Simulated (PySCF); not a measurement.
**Excitation energy of C²⁺ by level of theory**

C²⁺ [He] 2s2 (1S) → C²⁺ [He] 2p2 (3P), as a difference of total energies. Calculation: PySCF 2.14, in dyall-av2z; the non-relativistic Hamiltonian (point nucleus). Correlated levels: valence: 1s2 frozen; virtual orbitals above 40 to 60 times the deepest correlated orbital energy dropped. The calculations carry no spin-orbit coupling.

```tsv
method	excitation energy (cm⁻¹)
UHF	124100
MP2 (valence)	132340
SCS-MP2 (valence)	135000
CCSD (valence)	138860
```

A first-order spin-orbit estimate (lowest level to lowest level, LS coupling) adds -0.007 eV.

With two correlated electrons CCSD is exact in that space.

The coupled-cluster amplitudes are large for the lower state (T1 above 0.03 or a double amplitude above 0.15), so a single reference is strained.
